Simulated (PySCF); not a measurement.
octafluorocyclopentene (C5F8), SMILES FC1(F)C(F)(F)C(F)=C(F)C1(F)F. Atoms are numbered in the order given.

```xyz
13

F      0.1046    -2.2601    -1.4648
C      0.0368    -1.2154    -0.6691
C      0.0368    -1.2154     0.6691
F      0.1046    -2.2601     1.4648
C     -0.1020     0.1690     1.2355
F      0.7615     0.4005     2.2407
F     -1.3505     0.3986     1.7022
C      0.1884     1.0767     0.0000
F      1.4887     1.4154     0.0000
F     -0.5587     2.1842     0.0000
C     -0.1020     0.1690    -1.2355
F      0.7615     0.4005    -2.2407
F     -1.3505     0.3986    -1.7022
```

Coordinates come from a B3LYP-D3(BJ)/def2-SVP optimisation. Other conformers were not sampled.

Calculation: PBE0/pcSseg-1 run with PySCF.

GIAO shieldings, no solvent; atoms listed in one row are averaged. δ = σ(ref) − σ: ¹⁹F against CFCl3 (σ = 167.2 ppm); ¹³C against TMS (σ = 186.3 ppm), references at their B3LYP-D3(BJ)/def2-TZVP geometries, non-relativistic.

Computed chemical shifts:
| nucleus | atoms | count | δ (ppm) |
|---|---|---|---|
| ¹⁹F | F7, F13 | 2 | -127.3 |
| ¹⁹F | F6, F12 | 2 | -148.1 |
| ¹⁹F | F9 | 1 | -148.9 |
| ¹⁹F | F1, F4 | 2 | -156.7 |
| ¹⁹F | F10 | 1 | -157.8 |
| ¹³C | C2, C3 | 2 | 151.6 |
| ¹³C | C5, C11 | 2 | 118.8 |
| ¹³C | C8 | 1 | 118.2 |
